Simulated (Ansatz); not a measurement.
`FBO[SiH2][SiH3]` + `NBS` → `NB(S)[SiH2][SiH3]` + `OBF`  (formal exchange of groups at the Si–O bond)

Calculated with Ansatz (gas phase, PBE0-D4/def2-TZVP geometries, no zero-point term in ΔE). CCSD(T)/CBS is the MP2 limit (def2-TZVPP, def2-QZVPP) plus CCSD(T) − MP2 in def2-TZVPP, frozen cores. This one scheme is used for every species. Functionals use def2-TZVPP. B3LYP here is the variant with VWN-RPA as its local correlation; programs differ in this. One conformer a species, not always the lowest.

Question: Is it downhill or uphill in electronic energy at CCSD(T)/CBS, and by how much? (Estimate.)

Answer: The calculation gave: Uphill: ΔE = +21.4 kcal/mol.

Question: What do these levels give: PBE-D4, PBE0-D4, ωB97X-V, PBE0, B3LYP, SCS-MP2/def2-TZVPP, CCSD(T)/def2-TZVPP, HF/def2-QZVPP, SCS-MP2/def2-QZVPP, HF/CBS(def2), MP2/CBS(def2), CCSD/CBS(def2)? (An estimate is asked.)

Answer: Ansatz gave: PBE-D4 16.2, PBE0-D4 17.9, ωB97X-V 21.8, PBE0 18.6, B3LYP 22.9, SCS-MP2/def2-TZVPP 23.3, CCSD(T)/def2-TZVPP 21.0, HF/def2-QZVPP 29.4, SCS-MP2/def2-QZVPP 23.6, HF/CBS(def2) 29.5, MP2/CBS(def2) 22.0, CCSD/CBS(def2) 22.6 kcal/mol.

Largest T1 diagnostic among the species: 0.014.

From PBE to PBE0 (25 % exact exchange), in def2-TZVPP and without D4, ΔE moves by +1.7 kcal/mol. In def2-TZVPP, CCSD(T) changes the Hartree–Fock value by −7.8 kcal/mol (the triples alone add −1.2 kcal/mol) and MP2 by −7.2 kcal/mol. The D4 term adds −1.2 kcal/mol with B3LYP and −0.7 kcal/mol with PBE0; it sums over pairs of atoms, weighted by their polarisabilities, and B3LYP, whose exchange is more repulsive, gets the larger term.
